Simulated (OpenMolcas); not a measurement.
Mn4+ among 6 point charges of -1 e arranged as a tetragonal octahedron (D4h), 1.69 Å from the ion, with the axial distance 1.994 Å.
```
   1.6900    0.0000    0.0000  -1.00
   0.0000    1.6900    0.0000  -1.00
  -1.6900    0.0000    0.0000  -1.00
   0.0000   -1.6900    0.0000  -1.00
   0.0000    0.0000    1.9942  -1.00
   0.0000    0.0000   -1.9942  -1.00
```

```json
{"Program": "OpenMolcas", "Method": "SS-CASPT2, IPEA 0.25 Eh, imaginary shift 0.1 Eh (closed shells correlated: 3s 3p)", "Basis": "ANO-RCC-VDZP [5s4p2d1f]", "Scalar Hamiltonian": "DKH2, point nucleus", "Active space": "3 electrons in 5 orbitals (3d)", "State averaging": "2S+1 = 4 even, 10 roots; 2S+1 = 2 even, 40 roots", "Spin-orbit coupling": "state interaction with AMFI integrals over the reference wave functions"}
```

**Question.** What is the spin-free ground state (labels of D4, the rotations of D4h)?

**Answer.** 4B1, 1-fold in its orbital part, 100 % from free-ion F terms; it has the highest spin that d3 allows.

**Question.** Where is the first state of the same spin?

**Answer.** 4E at 1350 cm-1 above the ground state.

**Question.** What are the lowest two levels with spin-orbit coupling?

**Answer.** A 2-fold level E3/2 with g = 1.60, 2.61, 2.61, then a 2-fold level E1/2 72 cm-1 above it. Their leading multiplicities are 4 (100 %) and 4 (100 %).

**Question.** What is χT at 300 K, and how does it compare with the textbook value?

**Answer.** The lowest level has 2S+1 = 4, for which the spin-only value is χT = S(S+1) / 2 = 1.875 cm3 K/mol (g = 2). The computed 1.164 at 300 K differs by -0.711, through orbital momentum, spin-orbit coupling and any other state in reach.

The ground term spreads over less than 5000 cm-1, several times less than with real ligands, so orbital moments are less quenched and χT lies further from the spin-only value than at real sites. Free-ion shares, where given, are those of the reference states; single-state CASPT2 does not remix them. This is an electrostatic model: the charges have no orbitals. No measured value stands beside these numbers.
